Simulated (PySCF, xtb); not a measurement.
C₃H₃, SMILES [CH][C][CH2+] (connectivity only; charge and spin as stated), charge +1, multiplicity 1.

GFN2-xTB in xtb at its own geometry gives an orbital gap of 1.55 eV.

Geometry: B3LYP-D3(BJ)/def2-TZVP.

What does PySCF with M06-2X/def2-TZVPD give? (An estimate is asked for; the answer gives what the named calculation found.)

gap 6.58 eV (levels -16.67 and -10.10 eV).
